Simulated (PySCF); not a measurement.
## Dipole moment and polarisability of `C=C(C#N)[C@H](C)[SiH3]`

Compound: C5H9NSi.
Cartesian coordinates in Å at the GFN2-xTB level; atoms count from 1:
```xyz
16
C5H9NSi angstrom
C      1.7653   -1.3014   -0.5933
C      1.0264   -0.3297   -0.0566
C      1.5548    0.4197    1.0229
N      1.9787    1.0312    1.8955
C     -0.3624    0.0244   -0.4860
C     -0.5244    1.5350   -0.6511
Si    -1.6152   -0.6799    0.7906
H      2.7514   -1.5345   -0.2283
H      1.3973   -1.8905   -1.4166
H     -0.5451   -0.4565   -1.4529
H     -1.5341    1.7750   -0.9773
H     -0.3340    2.0513    0.2879
H      0.1744    1.9186   -1.3946
H     -2.9577   -0.3780    0.2941
H     -1.3791   -0.0498    2.0866
H     -1.4040   -2.1260    0.8676
```

Level: CAM-B3LYP/def2-SVPD (PySCF), static field, nuclei fixed, core orbitals frozen in the response. The polarisability tensor in these axes (au):

```
x   94.74 -3.37 -0.81
y   -3.37 89.48  9.44
z   -0.81  9.44 85.66
```

**Question.** Diagonalise the tensor; give its mean and Δα, where Δα² is half the sum of the squared differences of the eigenvalues.

**Answer.** Principal values 77.80, 92.72 and 99.37 au; mean 89.96 au = 13.33 Å³ = 14.83 × 10⁻⁴⁰ C²·m²/J; Δα = 19.13 au (21 % of the mean).

**Question.** What is the dipole moment, and where does it point?

**Answer.** (-1.62, -1.78, -3.09) D, 3.92 D in size, pointing from the negative to the positive side. Measured along this direction, the outermost atoms are N4 at the negative end and H10 at the positive end.

**Question.** What molar refraction does this α imply?

**Answer.** Lorentz–Lorenz: R = (4π/3)N_A α = 2.5225 cm³/(mol·Å³) × 13.33 Å³ = 33.6 cm³/mol, in the limit of long wavelengths.

**Question.** Orientational against electronic polarisability at 400 K (dilute gas, rigid molecules)?

**Answer.** In Gaussian units μ²/3kT = 92.67 Å³ against 13.33 Å³, a ratio of 6.95; the Debye molar polarisation (4π/3)N_A(α + μ²/3kT) is 267.4 cm³/mol, leaving out the vibrational part.

**Question.** Along which axes do the principal values lie, and how far do the nuclei extend along each?

**Answer.** Largest value along (-0.57, 0.66, 0.49), where the nuclei span 4.51 Å; middle along (0.82, 0.39, 0.43), 5.26 Å; least along (-0.09, -0.64, 0.76), 4.46 Å. 

**Question.** Find the Langevin capture rate constant for NH4+ (18.034 u) meeting this molecule (111.050 u), k = 2.342 × 10⁻⁹ cm³/s × √(α in Å³ / reduced mass in u).

**Answer.** The reduced mass is 15.51 u, so k = 2.17 × 10⁻⁹ cm³/s. The formula leaves out the permanent dipole, which adds to the capture rate.

**Question.** In TDDFT the mean static polarisability is Σ f/ω² over all singlet excitations (ω in hartree). How much of it do the 8 lowest give? Their energies (eV) and oscillator strengths: 5.95, 0.2710; 6.61, 0.0163; 7.07, 0.0429; 7.13, 0.0075; 7.16, 0.0122; 7.70, 0.0100; 7.92, 0.0120; 7.98, 0.0208.

**Answer.** They add up to 7.37 au, 8.2 % of the 89.96 au; the largest single term is 5.67 au, from the state at 5.95 eV. Terms in order: 5.67, 0.28, 0.64, 0.11, 0.18, 0.12, 0.14, 0.24 au. Higher excitations give the rest. The strengths listed sum to 0.393.

The structure is a single GFN2-xTB conformer in the gas phase; no vibrational or solvent corrections.

These values come from a run that also computed excited states. Time: 50 s of wall time; peak memory 0.99 GiB. Hardware: Arm Neoverse V2, one thread, shared host with 96 logical CPUs at a one-minute load of 33.
